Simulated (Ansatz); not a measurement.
Li3N2⁻. Total charge -1; singlet. Geometry B3LYP-D4/def2-TZVPD; atoms count from 1.

```xyz
5

Li    0.203   -0.676   -1.698
Li    1.789    0.332    0.604
Li   -1.067    0.514    1.407
N     0.113    0.021    0.038
N    -1.038   -0.192   -0.351
```

The restricted singlet is unstable: a solution with broken spin symmetry lies lower. The highest occupied level of the charge -1 singlet lies above zero (up to 0.56 eV). Its loss leaves the charge 0 doublet, which lies 0.34 eV higher (vertical, at PBE0-D4/def2-TZVPD), but this difference is unsure: the doublet is doubtful (geometry relaxed on an unsound state). The geometry of the singlet was relaxed on an unsound state (restricted singlet, unstable towards broken spin symmetry at other levels and untested here). The structure comes from a short search, and lower isomers may exist.

Q: Estimate the Mulliken populations from the PBE0/def2-TZVPD orbitals of Ansatz.

A: 
```
atom  charge (e)
 Li1       -0.18
 Li2        0.04
 Li3       -0.18
  N4        0.12
  N5       -0.79
```
Mulliken values and Mayer orders depend strongly on the basis. With diffuse functions, as here, like atoms can get unlike values, and bond orders can come out too low or too high.

Q: And the Mayer bond orders between bonded heavy atoms (over 0.3)?

A: Li1–Li2 0.77 (2.97 Å); Li2–Li3 0.77 (2.97 Å); N4–N5 0.69 (1.23 Å). Values over 0.3 also appear between atoms too far apart for a bond (Li1–Li3 0.86 at 3.56 Å); they arise where an orbital or an unpaired electron spreads over both atoms.
